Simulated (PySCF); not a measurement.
C2H9FSi3. Atoms are numbered in the order given.

```xyz
15

C      2.4041     1.0311     0.0000
Si     0.9013    -0.0758     0.0000
F      1.4067    -1.6425     0.0000
Si    -0.9228     0.2269     1.4448
C     -2.0674    -0.2591     0.0000
Si    -0.9228     0.2269    -1.4448
H      3.0243     0.8544     0.8929
H      3.0243     0.8544    -0.8929
H      2.0873     2.0866     0.0000
H     -1.1000    -0.5564     2.7030
H     -1.0785     1.6823     1.7569
H     -3.0797     0.1720     0.0000
H     -2.1593    -1.3603     0.0000
H     -1.0785     1.6823    -1.7569
H     -1.1000    -0.5564    -2.7030
```

The structure is a stationary point at ωB97X-D3(BJ)/def2-SVP. The structure was generated by enumeration, and PubChem lists no compound with its InChIKey, so it may never have been made.

Calculation: SMD-B3LYP/def2-SVP in PySCF.

Solvation free energies are E(SMD) − E(gas) at the gas-phase geometry, for 1 M in both phases. In vacuum the dipole moment is 1.17 D.

Computed solvation free energies in water, benzene, n-hexane:
```json
[
 {"solvent": "water", "ΔG(solv) (kcal/mol)": "2.1", "its non-electrostatic (CDS) part": "5.1", "dipole (D)": "1.47"},
 {"solvent": "benzene", "ΔG(solv) (kcal/mol)": "-2.1", "its non-electrostatic (CDS) part": "-0.8", "dipole (D)": "1.29"},
 {"solvent": "n-hexane", "ΔG(solv) (kcal/mol)": "-1.9", "its non-electrostatic (CDS) part": "-0.8", "dipole (D)": "1.27"}
]
```
